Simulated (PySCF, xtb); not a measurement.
H₂Si₂, SMILES [Si]=[SiH2] (connectivity only; charge and spin as stated), neutral, multiplicity 1.

Harmonic wavenumbers (cm⁻¹) from GFN2-xTB (xtb) at its own minimum, in rising order: 201, 504, 711, 905, 1981, 2123.

**Question.** What does r2SCAN-D4/def2-TZVP run with PySCF 2.14.0 give at its own minimum? (An estimate is asked for; the answer gives what the named calculation found.)

**Answer.** 218, 355, 534, 877, 2187, 2215. Paired by order, the mean absolute difference is 111 cm⁻¹ and the zero-point energies are 9.2 and 9.1 kcal/mol.
